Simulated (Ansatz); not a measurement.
C8H12, quintet, at a GFN2-xTB geometry of the parent state (a higher spin typed on purpose: for a closed-shell molecule this is an excited state); HF/def2-SVP (Ansatz, a quantum-chemistry and plane-wave program).

Ansatz was given this input:
Ansatz 0.2 input:
```yaml
crystal:
  periodic: [false, false, false]
  atoms:
    - {symbol: C, position_ang: [-0.66358920, -1.71517626, -0.12221672]}
    - {symbol: C, position_ang: [0.66074528, -1.71664829, -0.11683953]}
    - {symbol: C, position_ang: [1.53241546, -0.56622492, -0.52336672]}
    - {symbol: C, position_ang: [1.52936990, 0.56282167, 0.53579847]}
    - {symbol: C, position_ang: [0.66358920, 1.71517626, 0.12221672]}
    - {symbol: C, position_ang: [-0.66074528, 1.71664829, 0.11683953]}
    - {symbol: C, position_ang: [-1.53241546, 0.56622492, 0.52336672]}
    - {symbol: C, position_ang: [-1.52936990, -0.56282167, -0.53579847]}
    - {symbol: H, position_ang: [-1.18903655, -2.59631458, 0.22224305]}
    - {symbol: H, position_ang: [1.18141807, -2.59894940, 0.23186779]}
    - {symbol: H, position_ang: [1.18892459, -0.15489403, -1.47605256]}
    - {symbol: H, position_ang: [2.55218053, -0.92666027, -0.66496647]}
    - {symbol: H, position_ang: [2.54875022, 0.92099046, 0.68567775]}
    - {symbol: H, position_ang: [1.17724058, 0.15226399, 1.48565989]}
    - {symbol: H, position_ang: [1.18903655, 2.59631458, -0.22224305]}
    - {symbol: H, position_ang: [-1.18141807, 2.59894940, -0.23186779]}
    - {symbol: H, position_ang: [-1.18892459, 0.15489403, 1.47605256]}
    - {symbol: H, position_ang: [-2.55218053, 0.92666027, 0.66496647]}
    - {symbol: H, position_ang: [-1.17724058, -0.15226399, -1.48565989]}
    - {symbol: H, position_ang: [-2.54875022, -0.92099046, -0.68567775]}
basis:
  gaussian:
    orbitals: def2-SVP
hamiltonian:
  xc: hf
magnetization: {spin_polarized: false, initial_magnetization: 4}
```

**Question.** What does Ansatz print? Leave out banner, timings and long lists.

**Answer.** 
```
Functional definition: HF
2248 factors; their error is unknown
mean field evaluation 1: about -8411.9458 eV, gradient 3.6e1 eV
mean field evaluation 2: about -8417.7853 eV, gradient 1.4e1 eV
mean field evaluation 4: about -8418.5991 eV, gradient 7.8e-1 eV
mean field evaluation 8: about -8418.6039 eV, gradient 3.9e-2 eV
mean field evaluation 16: about -8411.3973 eV, gradient 8.2e0 eV
mean field -8418.76748547 eV, -309.3839986456 hartree, gradient 3.7e-5 eV, S^2 6.000000; 0 other end points of the search recorded, 0 dependent functions left out
reference -8418.76748547 eV, -309.3839986456 hartree; 32, 28 occupied and 140, 144 virtual orbitals, 2248 factors
Total energy: -8418.76748547 eV, -309.3839986456 hartree
```
